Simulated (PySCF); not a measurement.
Structure problem from calculated spectra and properties.

Formula: C11H7N.

- 13C NMR: chemical shifts (computed TMS as zero) by class: 156.2 (1 C), 151.1 (2 C), 149.7 (2 C), 144.2 (1 C), 125.7 (1 C), 103.8 (1 C), 81.1 (1 C), 55.6 (1 C), 53.1 (1 C) ppm [GIAO PBE0/pcSseg-1]
- 1H NMR: chemical shifts (computed TMS as zero) by class: 7.41 (1 H), 7.19 (2 H), 7.16 (2 H), 4.71 (1 H), 3.74 (1 H) ppm [GIAO PBE0/pcSseg-1]
- NMR, other nuclei: isotropic shieldings of nuclei other than C and H, by class: -38 (1 N) ppm [GIAO PBE0/pcSseg-1]
- Dipole: 4.57 D [PBE0/pcSseg-1]
- Rotational structure: rotational constants A, B, C: 1.594, 1.004, 0.779 GHz [GFN2-xTB]

The electronic properties come from PySCF, for the isolated species, density fitting. Levels stand in brackets. Geometry: GFN2-xTB; no solvent, vibrations or thermal averaging. Each NMR value is the plain mean over a class of atoms that symmetry, rotation or inversion makes alike.

Question: Give a SMILES that accounts for the data.

Answer: Numbering: `[CH:1]#[C:2][C:3]1=[CH:4][C@H:5]2[CH:6]=[CH:7][C@:8]1([C:9]#[N:10])[CH:11]=[CH:12]2`. Its formula, C11H7N, gives 9 degrees of unsaturation: 2 rings and 7 π bonds in the structure found. 11 carbons fall into 9 classes; from least to most shielded: alkene CH carbon [C4] (156.2 ppm), alkene CH carbon [C7/C11] (151.1 ppm, 2 C), alkene CH carbon [C6/C12] (149.7 ppm, 2 C), fully substituted alkene carbon [C3] (144.2 ppm), nitrile carbon [C9] (125.7 ppm), terminal alkyne carbon [C1] (103.8 ppm), alkyne carbon [C2] (81.1 ppm), sp3 carbon at a ring junction [C8] (55.6 ppm), sp3 carbon at a ring junction [C5] (53.1 ppm). Hydrogen classes from least to most shielded: 1 H on an alkene CH carbon, C4 (7.41 ppm), 2 H on 2 alkene CH carbons, C7/C11 (7.19 ppm), 2 H on 2 alkene CH carbons, C6/C12 (7.16 ppm), 1 H on an sp3 carbon at a ring junction, C5 (4.71 ppm), 1 H on a terminal alkyne carbon, C1 (3.74 ppm). The other shieldings belong to: -38 ppm, nitrile nitrogen [N10]. The optimised geometry has point group Cs and is an asymmetric top. Structure: `C#CC1=C[C@H]2C=C[C@]1(C#N)C=C2`. Computed isomers that give other values at the same levels: `N#Cc1ccc2ccccc2c1` (13C chemical shifts (computed TMS as zero) by class: 141.9 (1 C), 138.2 (1 C), 136.3 (1 C), 134.8 (1 C), 134.8 (1 C), 134.6 (1 C), 134.5 (1 C), 134.2 (1 C), 133.3 (1 C), 125.0 (1 C), 114.6 (1 C) ppm); `C#CC(=C)C#Cc1ccncc1` (13C chemical shifts (computed TMS as zero) by class: 156.0 (2 C), 143.7 (1 C), 134.8 (1 C), 131.3 (2 C), 118.7 (1 C), 101.3 (1 C), 98.3 (1 C), 88.4 (1 C), 85.3 (1 C) ppm). The assignments are read from this structure; whether some other isomer fits the data as well wasn't checked.
